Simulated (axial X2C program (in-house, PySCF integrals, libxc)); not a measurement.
**Outer orbitals of RuB⁺ at 1.752 Å, PBE0**

Computed with an in-house all-electron X2C program for linear molecules (integrals from PySCF). Spin-free means the one-electron spin-free X2C Hamiltonian; two-component (2c) means X2C with spin–orbit coupling and atomic mean-field two-electron Coulomb and Gaunt terms, so the difference of the two also holds small scalar two-electron terms. Basis: Ru dyall-cv3z [12s12p8d5f3g], B dyall-v3z [7s6p2d1f] (cores contracted in-house); Gaussian nuclei, density fitting, unrestricted open shells. Masses: Ru 101.904 u, B 11.009 u.

The distance is close to the 2c PBE0 minimum; the highest filled and lowest empty levels are listed.

Spin-free orbitals, state M_S = 1, Λ = 0 (beyond evenly filled blocks: δ+α, δ-α) (Löwdin shares):

```csv
symmetry,occupied,ε (eV),atomic character
σβ,yes,-18.43,"43% B s, 34% Ru d, 11% Ru s"
σα,yes,-18.28,"49% Ru d, 31% B s, 7% Ru s"
δ+α,yes,-15.96,99% Ru d
δ-α,yes,-15.96,99% Ru d
π+α,yes,-15.56,"84% Ru d, 12% B p, 2% B d"
π-α,yes,-15.56,"84% Ru d, 12% B p, 2% B d"
π-β,yes,-14.54,"76% Ru d, 19% B p"
π+β,yes,-14.54,"76% Ru d, 19% B p"
σα,yes,-14.04,"40% Ru d, 25% B s, 24% Ru s"
σβ,yes,-13.57,"41% Ru d, 28% B p, 19% B s"
δ+β,no,-9.87,99% Ru d
δ-β,no,-9.87,99% Ru d
σα,no,-9.08,"41% B p, 30% Ru s, 19% Ru p"
σβ,no,-8.77,"44% Ru s, 34% B p, 14% Ru d"
```

Spinors with spin–orbit coupling (state Ω = 1):

```json
{"ω": "-1/2", "occupied": "yes", "ε (eV)": "-18.43", "atomic character": "43% B s, 34% Ru d, 11% Ru s", "λ mixture": "100% σ"}
{"ω": "1/2", "occupied": "yes", "ε (eV)": "-18.29", "atomic character": "50% Ru d, 31% B s, 7% Ru s", "λ mixture": "100% σ"}
{"ω": "-3/2", "occupied": "yes", "ε (eV)": "-16.10", "atomic character": "99% Ru d", "λ mixture": "100% δ, 0% π"}
{"ω": "5/2", "occupied": "yes", "ε (eV)": "-15.83", "atomic character": "99% Ru d", "λ mixture": "100% δ"}
{"ω": "-1/2", "occupied": "yes", "ε (eV)": "-15.62", "atomic character": "84% Ru d, 12% B p, 2% B d", "λ mixture": "100% π"}
{"ω": "3/2", "occupied": "yes", "ε (eV)": "-15.51", "atomic character": "84% Ru d, 12% B p, 2% B d", "λ mixture": "100% π"}
{"ω": "1/2", "occupied": "yes", "ε (eV)": "-14.61", "atomic character": "76% Ru d, 18% B p", "λ mixture": "98% π, 2% σ"}
{"ω": "-3/2", "occupied": "yes", "ε (eV)": "-14.49", "atomic character": "76% Ru d, 20% B p", "λ mixture": "100% π, 0% δ"}
{"ω": "1/2", "occupied": "yes", "ε (eV)": "-14.03", "atomic character": "41% Ru d, 24% B s, 23% Ru s", "λ mixture": "98% σ, 2% π"}
{"ω": "-1/2", "occupied": "yes", "ε (eV)": "-13.57", "atomic character": "41% Ru d, 28% B p, 19% B s", "λ mixture": "100% σ"}
{"ω": "3/2", "occupied": "no", "ε (eV)": "-9.99", "atomic character": "98% Ru d", "λ mixture": "100% δ"}
{"ω": "-5/2", "occupied": "no", "ε (eV)": "-9.76", "atomic character": "99% Ru d", "λ mixture": "100% δ"}
{"ω": "1/2", "occupied": "no", "ε (eV)": "-9.08", "atomic character": "41% B p, 30% Ru s, 19% Ru p", "λ mixture": "100% σ"}
{"ω": "-1/2", "occupied": "no", "ε (eV)": "-8.77", "atomic character": "44% Ru s, 34% B p, 13% Ru d", "λ mixture": "100% σ"}
```

Problem. How does the gap between the highest filled and lowest empty level change from the spin-free to the 2c table?

Solution. From 3.70 to 3.58 eV at PBE0, a change of -0.12 eV.

Mulliken charges and populations of the two-component result (they depend on the basis, above all on diffuse functions):

Ru 0.70 e (s 8.37 p 18.08 d 16.84 f 0.01), B 0.30 e (s 3.54 p 1.07 d 0.07 f 0.01). ⟨Lz⟩ = 0.00 ħ and ⟨Sz⟩ = 1.00 ħ (1.28 and -0.28 on the two atoms), which add up to Ω.

One determinant describes the state; a PBE0 search over occupations chose it and may have missed a lower one. Density functionals use the spin component along the axis (collinear). With several unpaired electrons one determinant need not be a pure state. Open-shell Ω = 0 determinants with evenly filled partner blocks cannot be reached by this program, so the Ω shown need not be the lowest component. The determinant is spin-polarised beyond a pure state at some levels (its spin-free form has ⟨S²⟩ too high), which makes Re and μ there less reliable.
